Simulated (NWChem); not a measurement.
System: C5H5F; SMILES C(=C)=CC(F)=C

Input file for NWChem:

```
start job
memory heap 200 mb stack 900 mb global 1100 mb
geometry units angstroms noautoz
  C      0.208010     2.650894     0.000000
  C     -0.296418     1.438786     0.000000
  C     -0.818434     0.218576     0.000000
  C     -0.033061    -1.014042     0.000000
  C     -0.531021    -2.268139     0.000000
  F      1.301908    -0.820391     0.000000
  H      0.433507     3.181370     0.942194
  H      0.433507     3.181370    -0.942194
  H     -1.915823     0.095560     0.000000
  H      0.142028    -3.135768     0.000000
  H     -1.616848    -2.427397     0.000000
end
basis spherical
  C library def2-svp
  F library def2-svp
  H library def2-svp
end
dft
  xc xpbe96 cpbe96
  iterations 150
  mulliken
end
task dft energy
```

Parts of the log:

```
             Northwest Computational Chemistry Package (NWChem) 7.3.0
             --------------------------------------------------------

 CS  symmetry detected

                             Geometry "geometry" -> ""
                             -------------------------

 Output coordinates in angstroms (scale by  1.889725989 to convert to a.u.)

  No.       Tag          Charge          X              Y              Z
 ---- ---------------- ---------- -------------- -------------- --------------
    1 C                    6.0000     0.19749874     2.65859837     0.00000000
    2 C                    6.0000    -0.30594991     1.44608327     0.00000000
    3 C                    6.0000    -0.82698001     0.22545196     0.00000000
    4 C                    6.0000    -0.04061151    -1.00653118     0.00000000
    5 C                    6.0000    -0.53755825    -2.26103004     0.00000000
    6 F                    9.0000     1.29420061    -0.81180181     0.00000000
    7 H                    1.0000     0.42256713     3.18925636     0.94219400
    8 H                    1.0000     0.42256713     3.18925636    -0.94219400
    9 H                    1.0000    -1.92426928     0.10154949     0.00000000
   10 H                    1.0000     0.13619144    -3.12811505     0.00000000
   11 H                    1.0000    -1.62325624    -2.42116516     0.00000000

 Effective nuclear repulsion energy (a.u.)     199.5174132823

      Symmetry information
      --------------------

 Group name             Cs
 Group number              2
 Group order               2
 No. of unique centers    10

  pbe96 is a nonlocal functional; adding pw91lda local functional.

                                 NWChem DFT Module
                                 -----------------

 Summary of "ao basis" -> "ao basis" (spherical)
 ------------------------------------------------------------------------------
       Tag                 Description            Shells   Functions and Types
 ---------------- ------------------------------  ------  ---------------------
 C                          def2-svp                 6       14   3s2p1d
 F                          def2-svp                 6       14   3s2p1d
 H                          def2-svp                 3        5   2s1p

      Symmetry analysis of basis
      --------------------------

        a'         77
        a"         32

            General Information
            -------------------
          SCF calculation type: DFT
          Wavefunction type:  closed shell.
          No. of atoms     :    11
          No. of electrons :    44
           Alpha electrons :    22
            Beta electrons :    22
          Charge           :     0
          Spin multiplicity:     1
          Use of symmetry is: on ; symmetry adaption is: on
          Maximum number of iterations: 150
          AO basis - number of functions:   109
                     number of shells:    51
          Convergence on energy requested:  1.00D-06
          Convergence on density requested:  1.00D-05
          Convergence on gradient requested:  5.00D-04

              XC Information
              --------------
          PerdewBurkeErnzerhof Exchange Functional  1.000
            Perdew 1991 LDA Correlation Functional  1.000 local
           PerdewBurkeErnz. Correlation Functional  1.000 non-local

             Grid Information
             ----------------
          Grid used for XC integration:  medium
          Radial quadrature: Mura-Knowles
          Angular quadrature: Lebedev.
          Tag              B.-S. Rad. Rad. Pts. Rad. Cut. Ang. Pts.
          ---              ---------- --------- --------- ---------
          C                   0.70       49          13.0       434
          F                   0.50       49          11.0       434
          H                   0.35       45          14.0       434
          Grid pruning is: on
          Number of quadrature shells:   474
          Spatial weights used:  Erf1

      Superposition of Atomic Density Guess
      -------------------------------------

 Sum of atomic energies:        -289.91295906

      Non-variational initial energy
      ------------------------------

 Total energy =    -293.108212
 1-e energy   =    -789.187080
 2-e energy   =     296.561455
 HOMO         =      -0.252289
 LUMO         =      -0.024155

      Symmetry analysis of molecular orbitals - initial
      -------------------------------------------------

  Numbering of irreducible representations:

     1 a'          2 a"

  Orbital symmetries:

     1 a'          2 a'          3 a'          4 a'          5 a'
     6 a'          7 a'          8 a'          9 a'         10 a'
    11 a'         12 a'         13 a'         14 a"         15 a'
    16 a"         17 a'         18 a'         19 a'         20 a"
    21 a'         22 a"         23 a"         24 a'         25 a"
    26 a'         27 a'         28 a'         29 a'         30 a"
    31 a'         32 a'

     ---------------------------------------------
      Total Density - Mulliken Population Analysis
     ---------------------------------------------

    Atom       Charge   Shell Charges
 -----------   ------   -------------------------------------------------------
    1 C    6     6.33   1.99  0.96  0.31  2.00  1.06  0.03
    2 C    6     5.85   1.99  0.99  0.30  1.82  0.72  0.04
    3 C    6     6.26   1.99  0.96  0.26  2.00  1.01  0.03
    4 C    6     5.43   1.99  0.92  0.19  1.59  0.65  0.08
    5 C    6     6.40   1.99  0.97  0.28  2.08  1.07  0.02
    6 F    9     9.38   1.99  1.14  0.77  3.43  2.05  0.00
    7 H    1     0.85   0.64  0.19  0.02
    8 H    1     0.85   0.64  0.19  0.02
    9 H    1     0.87   0.64  0.20  0.02
   10 H    1     0.89   0.66  0.20  0.03
   11 H    1     0.88   0.65  0.20  0.03

[...]
```

Level: PBE/def2-SVP. All runs use the structure optimised with PBE-D3(BJ)/def2-SVP.
